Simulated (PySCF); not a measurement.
Spin–spin coupling constants

Geometry:
```tsv
atom	x (Å)	y (Å)	z (Å)
F1	2.121	-0.465	0.780
C2	1.531	-0.425	-0.419
F3	2.087	-1.378	-1.175
F4	1.823	0.756	-0.975
Ge5	-0.441	-0.688	-0.271
C6	-1.196	0.939	0.600
F7	-0.604	1.192	1.771
F8	-1.056	2.024	-0.167
F9	-2.504	0.775	0.832
H10	-1.033	-0.815	-1.676
H11	-0.717	-1.900	0.620
```

Indirect spin–spin couplings were computed at B3LYP/pcJ-1 (pcSseg-1 on Ge) (spin–dipole term only in couplings to heteroatoms) (PySCF 2.14) on a PBE0-D3(BJ)/def2-SVP structure, for the isolated molecule, without vibrational or relativistic corrections. Couplings are averaged over pairs made equivalent by symmetry, fast rotation or ring inversion, so a value needn't be that of the named pair in this geometry, while other rotamers aren't included; one pair stands for each set, and the list holds those of at least 1.5 Hz over up to four bonds, among pairs with at least one F or H atom (others weren't computed). One-bond C–F couplings come out tens of Hz too large with common functionals.

Isotopes: ¹⁹F, ¹³C, ¹H.

```
    pair  bonds  J (Hz)
  F1, C2      1  -396.2
  F1, F3      2       ?
 C2, H10      2    12.8
H10, H11      2    16.7
  F1, C6      3     5.1
 F1, H10      3       ?
  F1, F7      4     3.3
```

Question: Estimate the withheld couplings, with signs.

Answer: 
- ²J(F1,F3) = 78.6 Hz (mean over equivalent pairs that range from 70.2 to 84.3 Hz in this conformer)
- ³J(F1,H10) = 6.7 Hz (mean over equivalent pairs that range from -3.4 to 26.8 Hz in this conformer)

Relativistic effects of the heavier atoms present are left out.
